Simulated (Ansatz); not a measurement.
Reaction (ligand exchange at a Ge–O bond): `[F][GeH]([Cl])[O][SiH3]` + NH₃ → `[NH2][GeH]([F])[Cl]` + `O[SiH3]`

Computed with Ansatz on PBE0-D4/def2-TZVP structures; ΔE is electronic, products minus reactants. CCSD(T)/CBS adds triple-zeta CCSD(T) − MP2 to the extrapolated MP2 energy (def2 sets, frozen cores). This one scheme is used for every species. Functionals use def2-TZVPP. For Ge outer-core shells are correlated without core-valence functions, which leaves a few kJ/mol of doubt a bond. Scalar relativity is left out up to krypton. Each species was taken in one conformer, which may not be the lowest.

`[F][GeH]([Cl])[O][SiH3]`:

Cartesian coordinates in Å:
```
F -2.215 -0.682 0.637
Ge -0.836 -1.319 -0.178
Cl -1.186 -1.007 -2.251
O 0.539 -0.392 0.336
Si 0.983 1.198 0.321
H -0.662 -2.787 0.175
H 0.718 1.796 1.653
H 0.224 1.939 -0.718
H 2.435 1.254 0.026
```

NH₃:

```xyz
4

N     0.117   -0.208    0.150
H     0.740    0.585    0.059
H    -0.121   -0.509   -0.787
H    -0.736    0.131    0.578
```

`[NH2][GeH]([F])[Cl]`:

Z-matrix (Å, degrees):
```
Ge
F 1 1.738
Cl 1 2.129 2 105.2
N 1 1.803 2 112.3 3 116.1
H 1 1.525 2 106.3 3 -119.2
H 4 1.010 1 115.0 2 -70.6
H 4 1.010 1 115.6 2 59.4
```

`O[SiH3]`:

```xyz
6

O     0.013    1.256    0.256
Si   -0.081   -0.319   -0.219
H     0.422    1.445    1.101
H     1.268   -0.938   -0.341
H    -0.750   -0.307   -1.539
H    -0.873   -1.137    0.742
```

```csv
level,ΔE (eV)
ωB97M-V,0.35
BHLYP,0.36
CCSD/def2-TZVPP,0.38
SCS-MP2/def2-QZVPP,0.39
```

(1) What does CCSD(T)/CBS give? (Best estimate.)

(2) What do rigid-rotor, harmonic-oscillator terms from PBE0-D4/def2-TZVP frequencies (298.15 K, 1 bar) make of the CCSD(T)/CBS value? (Best estimate.)

Largest T1 diagnostic among the species: 0.012.

Results:

(1) The calculation gave: +0.37 eV. The listed levels differ from it by -0.02, -0.01, 0.01, 0.02 eV.

(2) Ansatz gave: ΔZPE = 0.00 eV, ΔH = +0.34 eV, ΔS = -2 J/(mol·K), ΔG = +0.35 eV. Modes under 50 cm⁻¹ make the entropy rough.

At CCSD(T), def2-SVP lies +0.07 eV from the extrapolated value and def2-TZVPP +0.02 eV. The D4 term adds +0.05 eV with B3LYP and +0.03 eV with PBE0; it sums over pairs of atoms, weighted by their polarisabilities, and B3LYP, whose exchange is more repulsive, gets the larger term. In def2-TZVPP, CCSD(T) changes the Hartree–Fock value by −0.03 eV (the triples alone add +0.00 eV) and MP2 by −0.04 eV.

B3LYP here is the variant with VWN-RPA as its local correlation; programs differ in this.
